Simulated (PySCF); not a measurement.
Start geometry of `N(=C)CC(F)(F)F` from GFN2-xTB (Å):
```
atom  x, y, z in Å
C1     1.736   -0.220   -0.385
N2     0.848    0.550   -0.905
C3    -0.527    0.630   -0.496
C4    -0.959   -0.287    0.632
F5    -2.306   -0.110    0.847
F6    -0.377   -0.061    1.802
F7    -0.825   -1.593    0.356
H8     2.727   -0.143   -0.811
H9     1.565   -0.883    0.459
H10   -0.702    1.660   -0.159
H11   -1.141    0.430   -1.356
```

Q: What comes out of this run: PBE0-D3(BJ)/def2-SVP geometry optimisation, gas phase in PySCF?

A: 
```
atom  x, y, z in Å
C1     1.673    0.411   -0.410
N2     0.596    0.799   -0.945
C3    -0.696    0.366   -0.503
C4    -0.814   -0.583    0.673
F5    -2.100   -0.849    0.914
F6    -0.291   -0.068    1.791
F7    -0.196   -1.749    0.444
H8     2.620    0.794   -0.817
H9     1.753   -0.290    0.439
H10   -1.296    1.257   -0.253
H11   -1.213   -0.112   -1.351
```

The energy falls by 12.6 kJ/mol over 11 energy and gradient evaluations, the largest force component goes from 0.0452 to 3.4e-04 Eh/bohr, and the atoms move by 0.041 Å rms after alignment. The bond that changes most is C4–F5 (CF3 carbon to fluorine of a CF3 group), which shortens by 0.041 Å. Bonds longer at the end by more than 0.005 Å: 4 of 10; shorter: 3. Among the angles that change most is H10–C3–H11, from 109.2° to 105.6°. Rotational constants go from 4664, 2023, 1893 to 4707, 2039, 1916 MHz. The orientation of the end geometry is arbitrary; only internal coordinates are fixed.

The run used 118 basis functions and 77 SCF cycles in all. The run took 62 s on one thread of an Intel Xeon Platinum 8259CL at 2.50 GHz (shared host), and the process peaked at 0.52 GiB of memory.

Not checked by PBE0-D3(BJ)/def2-SVP frequencies. One conformer, not necessarily the lowest.
